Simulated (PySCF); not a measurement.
# Bond length, frequency and bond energy of CeB by level of theory

State: sextet, about 1.2 electrons in the 4f shell (Mulliken), real f orbitals that mix terms. Set-up: Ce x2c-SVPall, B x2c-SVPall; spin-free X2C with a Gaussian nucleus (PySCF 2.14). De refers to Ce (4f1 5d1 6s2) + B in their high-spin ground configurations, without counterpoise correction. The functionals are run spin-unrestricted. A positive dipole means Ce(−)B(+). Levels whose curve was spin-contaminated or gave no clean fit are not listed.

```
      Level  Re (Å)  ωe (cm⁻¹)  De (eV)  μ (D)  CPU s a point (SCF and correlation, without the integrals)
        UHF   2.339        548      n/a  -5.41                                                         1.5
    UHF-MP2   2.289        584      n/a    n/a                                                         2.4
UHF-SCS-MP2   2.284        586      n/a    n/a                                                         n/a
   UHF-CCSD   2.316        541      n/a    n/a                                                         n/a
UHF-CCSD(T)   2.324        531      n/a    n/a                                                          66
        PBE   2.305        512      n/a  -3.75                                                         9.3
     PBEsol   2.288        529      n/a  -3.71                                                         9.2
       PBE0   2.282        559      n/a  -4.05                                                         5.3
      ωB97X   2.255        591     2.57  -4.18                                                          14
```

The bond length runs from 2.255 Å (ωB97X) to 2.339 Å (UHF).

Correlated steps freeze 19 core orbitals. Spin–orbit coupling is left out, which matters for elements this heavy, above all for dissociation energies. Counting both spins, an empty level lies below a filled one in some of these solutions, because spin and occupation are held. With d or f electrons several states lie close, and the lowest PBE0 determinant need not be the measured ground state.

The whole job (state search and all levels along the bond) took about 16 min on 2 threads of Intel Xeon 6975P-C (shared host), peak memory 3.3 GiB.
